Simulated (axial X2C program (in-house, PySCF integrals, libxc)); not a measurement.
RuI⁺: properties at the nuclei

Calculated with an in-house all-electron X2C program for linear molecules (integrals from PySCF): two-component X2C with atomic mean-field Coulomb and Gaunt terms, Gaussian nuclei, basis I dyall-cv3z, Ru dyall-cv3z with contracted cores.

R = 2.464 Å (near the PBE0 minimum at charge 1 of the determinant lowest at the starting distance; the state shown can have its own minimum elsewhere).

Input and command:
```json
{"zs": [53, 44], "q": 1, "bas": ["dyall-cv3z", "dyall-cv3z"], "r0": 2.58, "levels": ["PBE0", "HF", "r2SCAN", "LDA", "BP86"], "nst": 3}
```
```bash
python soeom.py task.json out
```

Keys: zs atomic numbers; q charge; bas basis sets; r0 starting distance in Å; levels methods; nst determinants followed.

Determinant lowest in the PBE0 search, Ω = 4 (⟨Sz⟩ = 1.99, ⟨Lz⟩ = 2.01 at PBE0), spin on the atoms I 0.33, Ru 1.66:

```
 level  Eeff magnitude (GV/cm)  Ws magnitude I (kHz)  Ws magnitude Ru (kHz)  A∥/gI I (MHz)  qzz I (a.u.)  A∥/gI Ru (MHz)  qzz Ru (a.u.)
  PBE0                    3.88               0.00256                  0.349          -35.1          2.88             342           1.26
    HF                    4.35                0.0735                  0.457          -18.2          4.64             213           1.57
r2SCAN                    3.48                0.0314                  0.322          -30.4          2.98             385           1.23
   LDA                    4.49                 0.173                  0.301          -51.5          2.83             428           1.29
  BP86                    4.18                 0.114                  0.307          -53.3          2.77             418           1.25
```

Determinant 0.56 eV from it at PBE0 and this distance, Ω = 2 (⟨Sz⟩ = 1.99, ⟨Lz⟩ = 0.01 at PBE0), spin on the atoms I 0.29, Ru 1.70:

```tsv
level	Eeff magnitude (GV/cm)	Ws magnitude I (kHz)	Ws magnitude Ru (kHz)	A∥/gI I (MHz)	qzz I (a.u.)	A∥/gI Ru (MHz)	qzz Ru (a.u.)
PBE0	1.58	0.132	0.119	-71	1.11	-152	-4.60
HF	2.58	0.102	0.408	-30.2	4.39	-225	-4.87
r2SCAN	0.806	0.0575	0.00251	-122	1.35	-27.7	-4.62
LDA	2.07	0.373	0.0366	-192	0.45	-42.7	-3.56
BP86	1.68	0.299	0.00922	-176	0.65	-24.1	-4.00
```

Eeff is the effective electric field on the electron electric dipole moment in this Ω state and Ws the scalar–pseudoscalar constant of the nucleus named (defined with the proton number Z and per Ω); A∥ (defined per Ω) follows by multiplying with gI = μI/(I μN); qzz is the electric field gradient, eQq0 = 234.96 MHz × Q/barn × qzz. The operators were transformed with the bare-nucleus X2C matrices; with these basis sets, hyperfine constants and field gradients can be off by tens of per cent, and where levels differ in sign neither size nor sign is settled.

Question: With Q(127I) = -0.68822 barn, Q(101Ru) = 0.457 barn (Q from Pyykkö, Mol. Phys. 2018), turn the PBE0 values of the first state into constants in MHz.

Answer: eQq0(127I) = 234.96 × (-0.68822) × (2.88) = -466 MHz; eQq0(101Ru) = 234.96 × (0.457) × (1.26) = 135 MHz.

Each state is one determinant with collinear spin, which with several unpaired electrons need not be a pure state. Unrestricted Hartree–Fock can overshoot spin polarisation at the nuclei. With several open shells hyperfine constants can be off by a factor of several. Where Eeff spreads by more than a factor of two the levels disagree and none is to be relied on. Open-shell Ω = 0 determinants with evenly filled partner blocks cannot be reached by this program, so the Ω shown need not be the lowest component. States lie within half an eV, so the first need not be the ground state. The sign of Ws at I differs between levels in the first state. Further determinants of the search, some of them spin-mixed, are not shown. Where a field gradient or hyperfine factor spreads by more than a factor of two over the levels, a constant derived from it is not to be relied on. PBE0 term energies can be off by some tenths of an eV.
